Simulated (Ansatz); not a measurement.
Molecule: sum formula H₈Si₃NO (charge -1, singlet). It need not be the lowest isomer of its formula. Whether it binds its extra electron was not tested at this geometry. 
Coordinates optimised at B3LYP-D3(BJ)/def2-TZVP (Ansatz, a first-principles code):
SMILES: [SiH2-]N[SiH2]O[SiH3]
```xyz
13

Si    -0.1832    -0.9585    -0.0899
N     -0.9069     0.4447     0.4988
Si    -2.7564     0.6960     0.3456
O      1.4991    -0.7986    -0.1307
Si     2.4679     0.4895    -0.3264
H     -0.3528    -2.2123     0.7019
H     -0.6257    -1.2247    -1.4775
H     -0.5485     0.8252     1.3618
H     -2.8057     0.8155    -1.1875
H     -3.1722    -0.7975     0.3116
H      2.4156     1.4307     0.8230
H      2.1765     1.2595    -1.5633
H      3.8721     0.0030    -0.4275
```
Charge -1, spin multiplicity 1.

Total electronic energies in hartree. Cores are frozen in the correlated levels unless marked. No spin-orbit coupling. Non-relativistic unless marked X2C. Basis-set limits of correlation are two-point, X^-3; Hartree-Fock from the larger set. The bracket is a focal-point correction in the basis named.

```
level                                                                             program  energy (Eh)
-------------------------------------------------------------------------  --------------  -----------
HF/cc-pV(T+d)Z                                                                     Ansatz  -1000.98851
RI-HF/cc-pV(T+d)Z                                                                  Ansatz  -1000.98839
r2SCAN-D4/def2-TZVPD                                                       Ansatz + dftd4  -1003.33916
CAM-B3LYP/def2-TZVPD                                                               Ansatz          ___
B2GP-PLYP-D3(BJ)/def2-TZVPD                                                Ansatz + dftd3          ___
CCSD/cc-pV(Q+d)Z                                                                   Ansatz  -1001.96301
CCSD(T)/cc-pV(D+d)Z                                                                Ansatz  -1001.64188
X2C-CCSD(T)/cc-pVTZ-DK                                                             Ansatz  -1003.79096
RI-MP2/CBS(aug-cc-pV(T+d)Z,aug-cc-pV(Q+d)Z)+[CCSD(T)-MP2]/aug-cc-pV(T+d)Z          Ansatz   -1002.0565
```

Q: Complete the blanks.

A: 
- CAM-B3LYP/def2-TZVPD, energy (Eh): -1003.45961
- B2GP-PLYP-D3(BJ)/def2-TZVPD, energy (Eh): -1002.88599
